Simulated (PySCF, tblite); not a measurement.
Species: C4H3F3N2O2.
Numbering: `[CH3:1][O:2][c:3]1[n:4][n:5][c:6]([C:7]([F:8])([F:9])[F:10])[o:11]1` (hydrogens: H12, H13, H14 on C1)

Structure used (GFN2-xTB), in Å, numbered top down from 1:
```xyz
14
C4H3F3N2O2 angstrom
C     -2.9445   -0.2442    0.1590
O     -1.8673    0.4642   -0.4520
C     -0.6784    0.0747   -0.0853
N     -0.3527   -0.8640    0.7531
N      0.9872   -0.8876    0.7985
C      1.4111    0.0248   -0.0021
C      2.8264    0.3970   -0.3050
F      3.1049    0.2564   -1.6076
F      3.6883   -0.3536    0.3714
F      3.0758    1.6760    0.0051
O      0.3962    0.6918   -0.6123
H     -2.8899   -1.3053   -0.0881
H     -3.8505    0.2007   -0.2451
H     -2.9073   -0.1313    1.2434
```

Computed, not measured: PBE0/pcSseg-1 in PySCF (dipole) on a GFN2-xTB geometry, gas phase.

Masses are those of the commonest isotopes; rigid-rotor values at the optimised geometry. The values belong to one conformer with, in the numbering `[CH3:1][O:2][c:3]1[n:4][n:5][c:6]([C:7]([F:8])([F:9])[F:10])[o:11]1`, C1–O2–C3–N4 0°.

Task: Give the principal moments of inertia and the rotational constants in MHz.

Result: Ia = 157.78, Ib = 839.41, Ic = 906.30 u·Å²; 505379 MHz·u·Å²/I gives A = 3203, B = 602.1, C = 557.6 MHz.

Task: What kind of rotor is it?

Result: A near-prolate asymmetric top: κ = (2 × 602.1 − 3203 − 557.6)/(3203 − 557.6) = -0.97.

Task: What does the inertial defect say?

Result: Not planar: Δ = Ic − Ia − Ib = -90.89 u·Å². For a rigid frame Δ = −2 Σ m c², so Σ m c² = 45.44 u·Å² lies off the ab plane: 1.59 from hydrogen and 43.86 from heavier atoms. The atom farthest from that plane is 1.08 Å away.

Task: List the rotational levels J(Ka,Kc) to J = 3 (cm⁻¹).

Result: Above 0(0,0):
J = 1: 1(0,1) 0.0387, 1(1,1) 0.1254, 1(1,0) 0.1269
J = 2: 2(0,2) 0.1160, 2(1,2) 0.2013, 2(1,1) 0.2058, 2(2,1) 0.4661, 2(2,0) 0.4661
J = 3: 3(0,3) 0.2320, 3(1,3) 0.3151, 3(1,2) 0.3240, 3(2,2) 0.5821, 3(2,1) 0.5822, 3(3,1) 1.0196, 3(3,0) 1.0196
Those of J = 1 are B + C, A + C and A + B.

Task: Predict some low-J microwave lines.

Result: The dipole components are |μa| = 3.67 D, |μb| = 1.40 D, |μc| = 0.00 D; the mirror of this Cs structure is the ab plane, so μc vanishes by symmetry and there are no c-type lines. The squared components, which scale the intensities, stand as 1.00 : 0.15 (a : b). Some lines, for components of 0.1 D or more:

```json
{"type": "a", "branch": "R", "J(Ka,Kc)": "2(0,2) ← 1(0,1)", "MHz": "2319", "lower level (cm⁻¹)": "0.039"}
{"type": "a", "branch": "R", "J(Ka,Kc)": "2(1,1) ← 1(1,0)", "MHz": "2364", "lower level (cm⁻¹)": "0.127"}
{"type": "b", "branch": "Q", "J(Ka,Kc)": "1(1,0) ← 1(0,1)", "MHz": "2645", "lower level (cm⁻¹)": "0.039"}
{"type": "a", "branch": "R", "J(Ka,Kc)": "3(0,3) ← 2(0,2)", "MHz": "3477", "lower level (cm⁻¹)": "0.116"}
{"type": "a", "branch": "R", "J(Ka,Kc)": "3(1,2) ← 2(1,1)", "MHz": "3545", "lower level (cm⁻¹)": "0.206"}
{"type": "b", "branch": "R", "J(Ka,Kc)": "2(1,2) ← 1(0,1)", "MHz": "4876", "lower level (cm⁻¹)": "0.039"}
{"type": "b", "branch": "Q", "J(Ka,Kc)": "2(2,1) ← 2(1,2)", "MHz": "7936", "lower level (cm⁻¹)": "0.201"}
{"type": "b", "branch": "R", "J(Ka,Kc)": "2(2,0) ← 1(1,1)", "MHz": "10212", "lower level (cm⁻¹)": "0.125"}
{"type": "b", "branch": "R", "J(Ka,Kc)": "3(2,2) ← 2(1,1)", "MHz": "11282", "lower level (cm⁻¹)": "0.206"}
{"type": "b", "branch": "R", "J(Ka,Kc)": "3(2,1) ← 2(1,2)", "MHz": "11418", "lower level (cm⁻¹)": "0.201"}
```

Task: Estimate the classical rotational partition function at 50 K, 298.15 K and 500 K.

Result: Point group Cs, symmetry number σ = 1; q = (√π/σ)·√((kT/h)³/(ABC)), k/h = 20836.6 MHz/K: 57500 at 50 K, 837000 at 298.15 K, 1820000 at 500 K.

Its GFN2-xTB frequencies are all real (lowest 20 cm⁻¹). Zero-point vibration and centrifugal distortion are left out. A rigid rotor knows nothing of internal rotation, which can split or shift real lines. Quadrupole hyperfine structure (14N) is left out.
